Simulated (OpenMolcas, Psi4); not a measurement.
# AlSnSiH7 (SMILES [SiH3][AlH][SnH3]): methods side by side

The species is AlSnSiH7 (10 atoms), meant as a singlet with charge 0. SMILES: `[SiH3][AlH][SnH3]`. The shape is that of a PBE0-D4/def2-TZVP optimisation.

```xyz
10

Si   -1.7276    1.0169   -0.9874
Al    0.6309    0.3661   -0.7718
Sn    1.4038   -1.1437    1.2796
H    -2.5845   -0.2027   -1.0560
H    -2.0258    1.8525   -2.1838
H    -2.1545    1.7801    0.2215
H     1.7232    0.8245   -1.8331
H     2.6080   -0.3743    2.2246
H     0.1284   -1.5415    2.3498
H     2.0814   -2.6290    0.7598
```

Each level gives the energy change with the Sn3–H10 bond stretched from 1.713 to 3.084 Å (eV). The values are calculated.

```csv
level,kind,program,value (eV),less CCSD(T)/def2-SVP,CPU time (all runs)
HF/def2-SVP (core potential) (restricted),Hartree–Fock,OpenMolcas,3.41,+0.89,20 s
SVWN5/def2-SVP (core potential) (restricted),LDA,OpenMolcas,2.72,+0.20,52 s
BLYP/def2-SVP (core potential) (restricted),GGA,OpenMolcas,2.47,-0.05,73 s
PBE/def2-SVP (core potential) (restricted),GGA,OpenMolcas,2.61,+0.09,68 s
revPBE/def2-SVP (core potential) (restricted),GGA,OpenMolcas,2.56,+0.04,68 s
"r2SCAN-D4/def2-SVP (density fitting, core potential) (restricted)",meta-GGA,Psi4,2.83,+0.31,35 s
BHLYP/def2-SVP (core potential) (restricted),global hybrid,OpenMolcas,3.16,+0.64,59 s
"CCSD(T)/def2-SVP (Cholesky decomposition, core potential) (restricted)",coupled cluster or CI,OpenMolcas,2.52,0.00,6.2 min
```

Differences are taken from CCSD(T)/def2-SVP (Cholesky decomposition, core potential) (restricted) for orientation; it has basis-set and higher-order errors of its own. At this stretch a single reference begins to fail. The first shape isn't each level's own minimum. The values span 2.47 to 3.41 eV. In the correlated wave-function rows the outer d shell of Sn is correlated, in sets not made for it. CPU times are rough (shared hosts, several kinds of processor): they show what a rung costs within a factor of a few.
